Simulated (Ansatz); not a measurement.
Relaxation of FH7N2OSi2 (13 atoms, charge 0, multiplicity 1), to a largest force component of 0.02 eV/Å in at most 50 steps.

These are results of RHF/cc-pVDZ in Ansatz, not measurements.

```xyz
13
Properties=species:S:1:pos:R:3
N -0.869 -1.577 0.551
Si 0.269 -0.677 -0.301
N 1.405 -0.833 0.896
F 0.793 -1.577 -1.529
Si -0.326 1.519 -0.919
O -0.865 2.369 0.443
H -0.363 -2.172 1.133
H -1.347 -2.117 -0.142
H 1.208 -0.189 1.716
H 2.338 -0.519 0.573
H -1.440 1.519 -1.876
H 0.866 2.255 -1.442
H -1.649 1.964 0.910
```

Question: Where does it end, and by what steps?

Answer: The forces met the threshold. After 8 steps the energy has fallen by 1.066 eV; H8 moved furthest, 0.67 Å.

```
step  energy less start (eV)  largest force component (eV/Å)  accepted
   0                  0.0000                           4.366       yes
   1                 -0.8437                           1.191       yes
   2                 -0.9195                           0.658       yes
   3                 -1.0118                           0.289       yes
   4                 -1.0498                           0.299       yes
   5                 -1.0472                           0.542        no
   6                 -1.0647                           0.083       yes
   7                 -1.0658                           0.043       yes
   8                 -1.0660                           0.018       yes
```

```xyz
13
Properties=species:S:1:pos:R:3
N -0.921 -1.550 0.475
Si 0.395 -0.674 -0.204
N 1.670 -0.703 0.958
F 1.068 -1.386 -1.525
Si -0.406 1.425 -0.933
O -0.976 2.301 0.388
H -0.718 -2.418 0.940
H -1.783 -1.624 -0.034
H 1.527 -0.276 1.854
H 2.604 -0.531 0.635
H -1.483 1.262 -1.952
H 0.680 2.251 -1.515
H -1.636 1.889 0.925
```

Whether the end is a true minimum wasn't checked by a vibrational analysis.

Run time: 28 s on 2 threads of Arm Neoverse V1 (shared host), peak memory 0.3 GiB.
